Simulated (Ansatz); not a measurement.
Ansatz results at the PBE0-D4/def2-TZVP geometry: HOMO energy (PBE/def2-TZVPP) -6.76 eV; LUMO energy (PBE0/def2-TZVPP) -0.28 eV; HOMO–LUMO gap (PBE0/def2-TZVPP) 8.02 eV.

Each molecule was computed in one conformer, which needn't be the lowest.

Q: Which molecule gave them?
A. `F[BH][GeH2][F]`
B. `NC[SiH](O)O`
C. `N=C(O)CBr`
D. `[CH3][Al]([OH])[SiH2]O`

A: C. The others give `F[BH][GeH2][F]`: -7.01, -2.02, 6.36; `[CH3][Al]([OH])[SiH2]O`: -5.73, -1.15, 5.76; `NC[SiH](O)O`: -5.81, 0.53, 7.81.
